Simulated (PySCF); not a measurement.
Ionisation energy of Xe²⁺ by level of theory

Xe²⁺ [Kr] 4d10 5s2 5p4 (3P) → Xe³⁺ [Kr] 4d10 5s2 5p3 (4S), as a difference of total energies. All numbers are calculated (PySCF 2.14, the spin-free X2C one-electron Hamiltonian (Gaussian nucleus), in ANO-RCC-VTZP (7s6p4d2f1g, 68 functions)). Correlated levels: valence: [Kr] 4d10 frozen; valence and next inner shell: [Ar] 3d10 frozen. The calculations carry no spin-orbit coupling.

| method | ionisation energy (eV) |
| --- | --- |
| UHF | 29.389 |
| LDA | 30.858 |
| PBE | 30.504 |
| PBE0 | 30.527 |
| r2SCAN | 30.520 |
| CAM-B3LYP | 30.733 |
| wB97X-V | 30.685 |
| B3LYP | 30.699 |
| MP2 (valence) | 30.068 |
| SCS-MP2 (valence) | 30.139 |
| MP2 (valence and next inner shell) | 30.280 |
| SCS-MP2 (valence and next inner shell) | 30.294 |

How much does correlation contribute at MP2 (valence and next inner shell)?

30.280 − (29.389) = 0.891 eV, measured against UHF.

A first-order spin-orbit estimate (lowest level to lowest level, LS coupling) adds 0.445 eV.

Errors of the correlated levels include the incompleteness of this basis and the frozen core.

For comparison: 31.05 ± 0.04 eV (semi-empirical (NIST evaluation); NIST Atomic Spectra Database, ionization energies).
